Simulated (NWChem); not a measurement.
Molecule: CH₄AlClO; SMILES [CH3][Al]([OH])[Cl]

```xyz
8

Al    -0.0494    -0.4249     0.0502
Cl     0.0036     1.6561     0.4959
C      1.5739    -1.4956     0.0084
H      1.3474    -2.5393    -0.2339
H      2.0885    -1.4720     0.9762
H      2.2793    -1.1152    -0.7399
O     -1.5701    -1.1333    -0.2724
H     -2.3832    -0.6128    -0.2550
```
Atoms are numbered in this order, from 1.

All runs: NWChem. Coordinates come from a B3LYP/6-31G* (spherical d) optimisation. GIAO values for the isolated, static molecule; σ is the absolute isotropic shielding, δ = σ(reference) − σ with the isolated reference molecule computed at the same levels (13C: tetramethylsilane, 1H: tetramethylsilane, 17O: water).

```tsv
level	σ Al1 (ppm)	σ Cl2 (ppm)	δ C3 (ppm)	δ H4 (rotor mean) (ppm)	δ O7 (ppm)	δ H8 (ppm)
KT2/pcSseg-1	(withheld)	(withheld)	(withheld)	-0.21	(withheld)	(withheld)
LDA (Slater exchange, VWN5)/pcSseg-1	359.9	874.6	-15.2	-0.22	91.9	3.12
BHandHLYP/pcSseg-1	404.6	949.0	-14.6	-0.22	55.0	2.57
```

Complete the blanks.


- KT2/pcSseg-1, σ Al1 (ppm): 399.6
- KT2/pcSseg-1, σ Cl2 (ppm): 901.3
- KT2/pcSseg-1, δ C3 (ppm): -13.7
- KT2/pcSseg-1, δ O7 (ppm): 77.7
- KT2/pcSseg-1, δ H8 (ppm): 2.82
